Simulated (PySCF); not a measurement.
# Levels of Au⁶⁶⁺ from EOM-EA-GCCSD

Reference: closed-shell Au⁶⁷⁺, [Ne] 3s2; one electron is added. Calculated with PySCF 2.14, two-component X2C-1e with screened spin-orbit coupling, an even-tempered Gaussian basis (17 s from 8.2 bohr⁻², ratio 2.6; 14 p from 11 bohr⁻², ratio 2.6; 6 d from 11 bohr⁻², ratio 2.8; 4 f from 150 bohr⁻², ratio 2.8); frozen 1s2; the 50 highest virtual spinors dropped; of the others 56 kept and the rest restored at second order. No Breit or QED terms. Binding energies in eV.

```csv
level,Koopmans,second order,EOM-CCSD
3p1/2,7916.2,7917.7,7916.9
3p3/2,7411.2,7413.9,7414.0
3d3/2,7167.1,7181.1,7155.9
3d5/2,7056.2,near a pole,7056.3
```

Electric-dipole lines between these computed levels:

```
lower  upper  ΔE (eV)  vacuum wavelength (nm)
3p1/2  3d3/2   760.97                   1.629
3p3/2  3d3/2   258.13                   4.803
3p3/2  3d5/2   357.75                   3.466
```

In EOM-CCSD the overlap with the one-orbital guess is low for 3d3/2 (weight 0.77). That can mean mixing with two-particle, one-hole states, where second order and EOM-CCSD lose accuracy, or only a rotation among the degenerate components of the shell; the terms of those configurations are not listed.

For comparison, the ionisation energy of Au⁶⁶⁺ is 7910 ± 40 eV (theoretical estimate listed by NIST; NIST Atomic Spectra Database, ionization energies).

Only part of the computed levels is shown.
